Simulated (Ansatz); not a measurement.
The same path of AlFH₃NOSi (8 atoms, charge 0, multiplicity 1) was run twice with different band settings. Lost on the way: Al4–O5, Al4–H8. Made: O5–H8.

The calculation used Ansatz, UKS B3LYP-D4/def2-SVP.

Relaxed end points:

```xyz
8
Properties=species:S:1:pos:R:3
F -1.279 1.502 1.242
Si -0.316 0.982 0.042
N 0.848 -0.214 0.546
Al 0.011 -1.399 -0.525
O -1.095 -0.103 -0.965
H 0.178 2.206 -0.621
H 1.611 -0.142 1.207
H 0.133 -2.890 -0.981
```

```xyz
8
Properties=species:S:1:pos:R:3
F -1.502 0.888 0.914
Si -0.231 0.572 -0.055
N 1.093 -0.191 0.689
Al 1.300 -1.988 0.223
O -0.690 -0.689 -1.064
H 0.014 1.843 -0.773
H 1.728 0.328 1.291
H -1.620 -0.820 -1.282
```

Common settings: movable images 7; climbing image yes; spring 5.0 eV/Å²; optimiser quadratic models (default); start path through a guess of the saddle point; end points relaxed.

| run | force threshold | iteration limit |
| --- | --- | --- |
| 1 | 0.03 eV/Å | 59 |
| 2 | 0.2 eV/Å | 60 |

What does each run give, and how far can it be trusted?

Run 1: converged after 11 iterations, highest image 2.970 eV above the first end. Neighbouring images differ by up to 1.3 eV, so the band resolves the path poorly. A vibrational analysis at the climbing image gives one clearly imaginary mode, 1412i cm⁻¹: a first-order saddle point.
Run 2: converged after 8 iterations, highest image 2.972 eV above the first end. The threshold of 0.2 eV/Å is loose, so the images may lie well off the minimum-energy path. Neighbouring images differ by up to 1.3 eV, so the band resolves the path poorly. Another band between the same ends (7 images) ends at a top of the same energy, where a vibrational analysis finds 1 clearly imaginary mode.
The orbitals stay closed-shell, which can raise the energy where a bond breaks towards radicals; this wasn't checked here.
